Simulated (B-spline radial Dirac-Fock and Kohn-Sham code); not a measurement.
# Scattering functions of Rh²⁵⁺

System: Rh²⁵⁺, [Ar] 3d2.

Input of the calculation (task.json; shells as n, l, electrons):

```json
{"items": [{
  "Z": 45,
  "q": 25,
  "cfg": [[1, 0, 2], [2, 0, 2], [2, 1, 6], [3, 0, 2], [3, 1, 6], [3, 2, 2]],
  "A": 103,
  "rrms": 4.4945,
  "do": ["scatter"],
  "s": [0.0, 0.05, 0.1, 0.15, 0.2, 0.25, 0.3, 0.35, 0.4, 0.45, 0.5, 0.6, 0.7, 0.8, 0.9, 1.0, 1.1, 1.2, 1.4, 1.6, 1.8, 2.0, 2.5, 3.0, 3.5, 4.0, 5.0, 6.0],
  "pz": [0, 0.1, 0.14, 0.2, 0.29, 0.41, 0.59, 0.83, 1.2, 1.7, 2.4, 3.4, 4.9, 7.0, 9.9, 14.0, 20.0, 29.0, 41.0, 58.0, 83.0],
  "hv_scatter": [5000, 8047.8, 30000, 50000, 100000, 200000, 500000, 1000000]
}]}
```

Launch: `python xray_run.py task.json out`

Model: configuration-average Dirac-Fock orbitals. Program: a radial B-spline solver. f₀ is the Fourier transform of the spherical electron density, S the Waller-Hartree incoherent function, and s = sin θ/λ.

| s (Å⁻¹) | f₀ | S |
| --- | --- | --- |
| 0 | 20.000 | 0.000 |
| 0.05 | 19.972 | 0.029 |
| 0.1 | 19.887 | 0.115 |
| 0.15 | 19.746 | 0.257 |
| 0.2 | 19.552 | 0.452 |
| 0.25 | 19.307 | 0.696 |
| 0.3 | 19.014 | 0.985 |
| 0.35 | 18.677 | 1.314 |
| 0.4 | 18.299 | 1.679 |
| 0.45 | 17.885 | 2.072 |
| 0.5 | 17.440 | 2.489 |
| 0.6 | 16.477 | 3.372 |
| 0.7 | 15.448 | 4.287 |
| 0.8 | 14.393 | 5.199 |
| 0.9 | 13.346 | 6.084 |
| 1 | 12.336 | 6.924 |
| 1.1 | 11.386 | 7.710 |
| 1.2 | 10.512 | 8.438 |
| 1.4 | 9.021 | 9.719 |
| 1.6 | 7.876 | 10.791 |
| 1.8 | 7.028 | 11.688 |
| 2 | 6.400 | 12.449 |
| 2.5 | 5.349 | 13.952 |
| 3 | 4.526 | 15.110 |
| 3.5 | 3.747 | 16.033 |
| 4 | 3.050 | 16.752 |
| 5 | 2.055 | 17.720 |
| 6 | 1.530 | 18.303 |

f₀ starts at the number of electrons, 20, and has fallen to half at s ≈ 1.27 Å⁻¹. The sum of ⟨r²⟩ over the electrons is 1.545 bohr².
